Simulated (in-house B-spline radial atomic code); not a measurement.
**Ionising Ne²⁺ with different functionals**

Computed with an all-electron radial atomic-structure program (B-spline basis): scalar-relativistic (spin-free X2C) Hamiltonian, Fermi nucleus of rms radius 3.0055 fm, spin-polarised at highest spin, spherical fractional occupations for the functionals, and exact exchange of hybrids averaged over the configuration. The ionisation energy is the difference of two self-consistent energies, [He] 2s2 2p4 → [He] 2s2 2p3, without Breit or QED terms; ε is the level of the shell that loses the electron (its least bound occupied spin orbital).

| method | rung | ΔSCF (eV) | -ε(2p) (eV) |
| --- | --- | --- | --- |
| PBE0 | global hybrid | 63.30 | 55.30 |
| B3LYP | global hybrid | 63.67 | 54.90 |
| TPSSh | global hybrid | 62.95 | 53.19 |
| BHandHLYP | global hybrid | 63.46 | 58.67 |
| r2SCAN0 | global hybrid | 62.55 | 55.00 |
| B97-1 | global hybrid | 63.38 | 54.79 |
| HSE06 | range-separated hybrid | 63.33 | 54.93 |
| wB97X | range-separated hybrid | 63.11 | 57.70 |
| CAM-B3LYP | range-separated hybrid | 63.61 | 56.91 |
| LC-wPBE | range-separated hybrid | 63.52 | 57.84 |

Among the functionals, which spreads more, the ΔSCF values or the orbital energies?

The orbital energies: ΔSCF values span about 1.12 eV and the orbital energies 5.47 eV; here energy differences depend much less on the functional than eigenvalues do.

How do they compare with the NIST value?

NIST lists 63.423 eV (measured, ground level to ground level). Errors run from -0.87 to +0.25 eV; BHandHLYP is closest (+0.03 eV), but part of that can be cancellation, since the calculations leave out spin-orbit coupling, Breit-QED terms, multiplet and fine-structure energies.
